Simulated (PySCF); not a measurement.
Computed IR spectrum (relative IR intensity) of a molecule C2H8BNO. The structure is a stationary point at PBE-D3(BJ)/def2-SVP. Other conformers were not sampled. Level of theory: PBE-D3(BJ)/def2-SVP (PySCF). No scaling factor is applied to the harmonic values.

Lines under 2 % of the strongest are left out, and lines within 2 cm⁻¹ are merged.

ν (cm⁻¹): 389 (m), 392 (m), 584 (w), 887 (w), 909 (vw), 1021 (w), 1103 (w), 1128 (w), 1207 (m), 1278 (vw), 1323 (m), 1352 (s), 1405 (w), 1408 (m), 1422 (w), 1446 (w), 1544 (vs), 2505 (m), 2941 (m), 2972 (w), 2995 (w), 3066 (w), 3070 (w), 3530 (w), 3648 (w) (against the strongest line: vs over 80 %, s over 45 %, m over 15 %, w over 4 %, vw less)

Problem. Pick the molecule that these values belong to.
(A) CCB(N)O
(B) COB(C)N
(C) CNBOC
(D) CCOBN

Solution. D, CCOBN
